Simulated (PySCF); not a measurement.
Al(Cl)(Et)(NH2) (C₂H₇AlClN), SMILES C[CH2][Al]([NH2])[Cl].

Geometry: PBE-D3(BJ)/def2-SVP. The structure was generated by enumeration; whether it is a known compound was not checked. One conformer was computed; it need not be the lowest.

All values below come from PySCF with C-PCM-PBE0/def2-SVP.

The values are the electrostatic part of the solvation free energy, E(continuum) − E(gas) at the gas-phase geometry, in a cavity of scaled van der Waals radii (PySCF's table); cavitation and dispersion terms are not included. A continuum can't describe solvent molecules that bind to the metal. In vacuum the orbital gap is 7.53 eV. The dipole moment in vacuum is 2.54 D.

Computed values in water (ε = 78.36), diethylether (ε = 4.24), ethanol (ε = 24.85):
```
solvent           ε  ΔG(elec) (kcal/mol)  dipole (D)  gap (eV)
------------  -----  -------------------  ----------  --------
water         78.36                 -5.1        3.19      7.60
diethylether   4.24                 -3.9        3.02      7.59
ethanol       24.85                 -5.0        3.17      7.60
```
